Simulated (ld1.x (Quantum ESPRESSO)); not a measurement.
## Which setting gave this result? (Ge (Z = 32), RRKJ)

Base potential:

ld1.x (Quantum ESPRESSO) 7.5 input, shortened:

```
&input
   title='Ge', zed=32., rel=2, dft='PBE', iswitch=3,
   config='[Ar] 3d10 4s2 4p0', rel_dist='average'
 /
 &inputp
   pseudotype=2, tm=.false., lloc=2,
   nlcc=.false.
 /
3
4S  1  0   2.00   0.00  1.45  1.45  0.0
4P  2  1   0.00   0.00  1.70  1.70  0.0
3D  3  2  10.00   0.00  0.85  0.85  0.0
 &test
   configts(1)='3d10 4s2 4p0'
 /
```

Open shells are filled in proportion to 2j + 1 (rel_dist='average').

Cutoffs, loose and tight: the cutoffs (Ry, on a coarse ladder) from which the occupation-weighted sum of valence levels, in a spherical-Bessel basis at the reference potential, stays within 10 and 1 mRy of its value at 400 Ry. They do not see the model core or the augmentation charge, which bear on the density cutoff. Test errors are all-electron minus pseudo excitation energies from the reference, over the configurations 3d10 4s2 4p2; 3d10 4s2 4p1; 3d10 4s1 4p0; 3d10 4s1 4p3; 3d10 4s1 4p2; 3d10 4s0 4p4; 3d10 4s2 4p2.3; variants that change the core or the reference have their own tests. The largest error is taken over the tests solved by every variant that gives reliable tests at all, those not shown here included: 3d10 4s0 4p4; 3d10 4s1 4p2; 3d10 4s1 4p3; 3d10 4s2 4p1.

Only the d radius is moved (2 further runs of the sweep failed or gave no value and are left out):

| d radius (bohr) | cutoff, loose | cutoff, tight | bound ghosts | largest test error (meV) | median size of the test errors |
| --- | --- | --- | --- | --- | --- |
| 0.7 | over 300 Ry | over 300 Ry | s, p1/2, p3/2 | +12 | 11.7 meV |
| 0.88 | 300 Ry | over 300 Ry | s, p1/2, p3/2 | +9.9 | 9.9 meV |
| 0.96 | 260 Ry | over 300 Ry | s, p3/2, p1/2 | +9.5 | 9.5 meV |
| 1.04 | 230 Ry | over 300 Ry | s, p3/2, p1/2 | +9.0 | 9.0 meV |
| 1.14 | 200 Ry | over 300 Ry | s, p3/2, p1/2 | +8.4 | 8.4 meV |
| 1.22 | 200 Ry | over 300 Ry | s, p3/2, p1/2 | +7.7 | 7.7 meV |
| 1.26 | 180 Ry | over 300 Ry | s, p3/2, p1/2 | +7.4 | 7.4 meV |

**Question.** One more run gave cutoff, loose: over 300 Ry; cutoff, tight: over 300 Ry; bound ghosts: s, p1/2, p3/2; largest test error (meV): +11; median size of the test errors: 10.6 meV. Which value of the d radius was used?

**Answer.** 0.78 bohr. The median size of the test errors moves one way along this sweep, from 11.7 meV at 0.7 to 7.4 meV at 1.26 bohr, which places the run between 0.7 and 0.88 bohr.
